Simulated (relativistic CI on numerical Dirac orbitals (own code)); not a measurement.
Calculated at this level of theory: Dirac-Coulomb-Breit CI, separate exchange-only KLI orbitals for each configuration, QED by a radiative potential, unscaled Slater integrals (own radial code, finite nucleus).

CI space (outside the closed core 1s2): 2s, 2p, 3s, 3p, 3d, 4s, 4p, 4d, 4f, 5s, 5p, 5d, 5f, 5g, 6s, 6p, 6d. Levels of other configurations are missing.

At this charge energies of transitions that change n are usually good to better than 1 %, and those within a shell (Δn = 0) to a few per cent.

Outline of the computed level scheme of Tb LXIII. Lowest level of each configuration: 2s 2S_1/2 at 0.0 eV; 2p 2P°_1/2 at 157.5 eV; 3s 2S_1/2 at 8305.8 eV; 3p 2P°_1/2 at 8348.8 eV; 3d 2D_3/2 at 8610.7 eV; 4s 2S_1/2 at 11160.0 eV; 4p 2P°_1/2 at 11177.4 eV; 4d 2D_3/2 at 11287.4 eV; 4f 2F°_5/2 at 11318.6 eV.

Some strong electric-dipole decays among the lowest 15 levels: 3d 2D_5/2 → 2p 2P°_3/2 (1.0e+15 s⁻¹); 3d 2D_3/2 → 2p 2P°_1/2 (9.3e+14 s⁻¹); 3p 2P°_1/2 → 2s 2S_1/2 (4.1e+14 s⁻¹); 4d 2D_5/2 → 2p 2P°_3/2 (3.3e+14 s⁻¹); 3p 2P°_3/2 → 2s 2S_1/2 (3.2e+14 s⁻¹); 4d 2D_3/2 → 2p 2P°_1/2 (3.2e+14 s⁻¹); 4f 2F°_7/2 → 3d 2D_5/2 (2.2e+14 s⁻¹); 4f 2F°_5/2 → 3d 2D_3/2 (2.1e+14 s⁻¹).
